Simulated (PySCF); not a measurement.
Al(GeH3)2(H), H7AlGe2, SMILES [GeH3][AlH][GeH3], singlet (B3LYP/def2-SVP optimised geometry):

```
10

Al    -0.420     0.998     0.000
Ge     2.073     0.998     0.000
H      2.703     2.401    -0.175
H      2.627     0.423     1.329
H      2.648     0.101    -1.124
Ge    -1.732    -1.123     0.020
H     -2.703    -1.201    -1.186
H     -0.862    -2.401    -0.023
H     -2.615    -1.225     1.290
H     -1.216     2.376     0.000
```

Calculation: B3LYP/def2-TZVP (PySCF 2.14.0).

### Question
What are the frontier orbital energies and the dipole moment?

### Answer
HOMO-2 -9.22 eV, HOMO-1 -7.89 eV, HOMO -7.12 eV, LUMO -2.54 eV, LUMO+1 -0.54 eV; dipole moment 0.43 D.

On the same geometry PySCF with PBE/def2-TZVP gives HOMO-2 -8.16 eV, HOMO-1 -6.93 eV, HOMO -6.32 eV, LUMO -3.09 eV, LUMO+1 -1.07 eV; dipole moment 0.34 D.

Meta-Löwdin charges at B3LYP/def2-TZVP: Al1 0.39, Ge2 0.01, H3 -0.05, H4 -0.05, H5 -0.05, Ge6 0.01, H7 -0.05, H8 -0.05, H9 -0.05, H10 -0.13.
